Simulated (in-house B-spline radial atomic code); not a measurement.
A run on an ion of nuclear charge 66 with 66.5 electrons that did not converge. Method: scalar-relativistic (X2C) OLYP, spin-polarised, spherical fractional occupations, Fermi nucleus of rms radius 5.2218 fm; computed with a B-spline radial code for spherical atoms.

Command:
```bash
python run_scf.py task.json out
```
Settings (nuclear radius in fm, mass in u):
```
Z                66
configuration    [Xe] 4f10.5 6s2
hamiltonian      x2c
method           optx,lyp
spin_polarised   True
nucleus          fermi
rms_radius       5.2218
atomic_mass      163.92918
speed_of_light   137.035999084
```

First and last ten iterations of the last attempt (damped for 15 steps, keeping 80 % of the old Fock matrix, then DIIS):
```
 iter        energy (Eh)    residual
    1      -12106.102544    7.87e-01
    2      -12107.636020    1.47e+00
    3      -12134.110105    9.27e-01
    4      -12148.443764    5.61e-01
    5      -12155.561341    3.51e-01
    6      -12158.761802    2.20e-01
    7      -12160.072259    1.41e-01
    8      -12160.587667    8.67e-02
    9      -12160.805861    5.82e-02
   10      -12160.913520    4.16e-02
  111      -12106.432948    6.20e-01
  112      -12106.436318    6.20e-01
  113      -12106.440487    6.20e-01
  114      -12106.414306    6.20e-01
  115      -12106.555893    6.19e-01
  116      -12156.158774    2.02e-01
  117      -12159.828136    1.65e-01
  118      -12160.340079    1.04e-01
  119      -12160.715123    7.12e-02
  120      -12160.978239    3.21e-02
 not converged after 120 iterations
```

The smallest residual met was 1.7e-02; the threshold is about 7e-07. No energy from this run should be used. The likely cause: this method binds the added charge weakly or not at all at the basis-set limit, so charge moves back and forth between the atom and the box. Run time, properties included: 3.2 s on 1 thread of Intel(R) Xeon(R) Platinum 8488C, with other jobs on the host.
